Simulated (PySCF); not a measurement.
A GIAO shielding run with PySCF (density fitting, non-relativistic, gas phase) on SMILES [SiH3]S[Si@H](Cl)[SiH]1CC=CC1, C4H11ClSSi3:

```
$ OMP_NUM_THREADS=1 python probes_run.py task.json out

{"job": {"kind": "nmr", "xc": "PBE0", "basis": "pcSseg-1"}, "charge": 0, "multiplicity": 1}
Si     4.615355    -0.027051    -0.671726
S      2.635589    -0.336083    -1.444025
Si     1.298843    -0.047490     0.234408
Cl     1.822513    -1.322953     1.726010
Si    -0.822292    -0.412340    -0.620912
C     -1.919834    -1.532865     0.478815
C     -3.072414    -0.654911     0.862007
C     -3.095702     0.597599     0.444953
C     -1.967714     1.106732    -0.400928
H      4.689623     1.341723    -0.173330
H      5.447614    -0.256745    -1.837490
H      4.853130    -0.987509     0.396143
H      1.647680     1.272676     0.763946
H     -0.830842    -0.879844    -2.017368
H     -1.413903    -1.891995     1.377943
H     -2.288714    -2.420844    -0.036512
H     -3.856646    -1.077337     1.473534
H     -3.899125     1.276777     0.692476
H     -2.358707     1.488600    -1.344625
H     -1.489602     1.955147     0.093645
```

Hardware: 1 thread of an Arm Neoverse N1, shared host. The job also computes population analyses, field gradients, ring-centre shieldings.

Problem. How large is the calculation?

Solution. 110 electrons, 243 basis functions and 1379 auxiliary functions.

Problem. How long does it take, and how much memory does it need?

Solution. 110 s of wall time, with 12 SCF cycles and 4 response iterations; peak memory 1.1 GiB. Times on a shared host scatter by some tens of per cent.
